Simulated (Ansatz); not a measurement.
## InNH3Cl (SMILES [NH2][InH][Cl]): methods side by side

InNH3Cl: 6 atoms, total charge 0, spin state singlet. SMILES: `[NH2][InH][Cl]`. Geometry: optimised at B3LYP/def2-SVP.

```xyz
6

N    -1.0392    0.1978   -0.5098
In    0.8006    0.1361    0.3306
Cl    1.0294   -1.8040    1.6884
H    -1.2203    0.7720   -1.3290
H    -1.5910   -0.6561   -0.5423
H     2.0626    1.2903    0.3158
```

Quantity: the adiabatic electron affinity (to the doublet anion, shapes relaxed at B3LYP/def2-SVP, no zero-point term), in eV. The values are calculated.

The electron affinity is E(neutral) − E(anion): positive where the electron is bound.

```
                             level                    kind  program  value (eV)
     HF/def2-TZVP (core potential)            Hartree–Fock   Ansatz        0.42
    PBE/def2-TZVP (core potential)                     GGA   Ansatz        0.89
  B3LYP/def2-TZVP (core potential)           global hybrid   Ansatz        0.97
wB97M-V/def2-TZVP (core potential)  range-separated hybrid   Ansatz        0.79
    MP2/def2-TZVP (core potential)     perturbation theory   Ansatz        0.63
```

Spin-orbit coupling is left out. Sets without diffuse functions describe the anion poorly, and affinities from them come out too low, at high levels too. The values span 0.42 to 0.97 eV. In the correlated wave-function rows the outer d shell of In is correlated, in sets not made for it.
